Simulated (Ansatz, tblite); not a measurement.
Adding an electron: the cluster HgI₂⁺ (the lowest doublet isomer of a short search). Charge 1, multiplicity 2. Geometry: PBE0-D4/def2-TZVP. Ansatz, gas phase; energy differences of separate SCF runs; the reduced species is a singlet (the triplet lies 3.58 eV higher at PBE0-D4/def2-TZVP).

Cartesian coordinates in Å:
```
Hg 0.000 0.000 0.000
I -1.536 -1.937 -0.722
I 1.536 1.937 0.722
```

In the def2 sets Hg, I take a core potential; there is no spin–orbit coupling. The xTB rows come from tblite. HOMO above LUMO, or a gap near zero within one spin, warns that the state may not be the lowest or that an electron is smeared out. The structure comes from a short search, and lower isomers may exist.

```tsv
level	−HOMO (eV)	−LUMO (eV)	vertical EA (eV)	HOMO–LUMO gap (eV)	remarks
GFN1-xTB	–	–	14.90	–	–
GFN2-xTB	–	–	15.34	–	–
PBE-D4/def2-TZVP	11.66	11.66	9.13	0.00	gap within one spin near zero (+1 doublet)
r2SCAN-D4/def2-TZVP	11.95	11.73	9.32	0.22	–
PBE0-D4/def2-TZVP	12.48	11.29	9.50	1.19	–
```

  HOMO and LUMO are the levels of the spin that leaves or enters (xTB has no such levels and no spin-polarisation term). Other spin states of the ions may lie lower, which would lower the ionisation energy or raise the affinity. Raw xTB energy differences between charge states are shifted by several eV; the methods need an empirical correction for them.
